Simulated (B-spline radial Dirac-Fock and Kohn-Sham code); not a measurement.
# Satellites and hypersatellites of the K lines of Fe³⁺

System: Fe³⁺ in the configuration [Ar] 3d4 4p1 (not the ground configuration).

Method: Dirac-Fock energy differences between relaxed states, corrected for Breit and QED terms. Computed with a radial B-spline solver. Each two-hole energy is an average over J within one jj subconfiguration, not an observable level; in light atoms, where LS coupling holds, the j-resolved values are not observed lines, and for a K spectator the Kα1 hypersatellite is nearly forbidden. No correlation.

Lines without a spectator: Kα2 (K-L2) 6388.1 eV, Kα1 (K-L3) 6400.3 eV, Kβ3 (K-M2) 7058.7 eV, Kβ1 (K-M3) 7060.3 eV. Shifts in eV with one spectator hole (a dash: not computed, or left out as unreliable):

| spectator hole | Kα2 | Kα1 | Kβ3 | Kβ1 |
| --- | --- | --- | --- | --- |
| K (1s) | +272.4 | +274.5 | +341.4 | +341.8 |
| L2 (2p1/2) | +24.89 | +30.5 | – | +71.4 |
| L3 (2p3/2) | +28.48 | +27.26 | +69.2 | – |
| M2 (3p1/2) | – | +2.26 | +6.43 | +8.09 |
| M3 (3p3/2) | +2.06 | – | +7.72 | +7.30 |
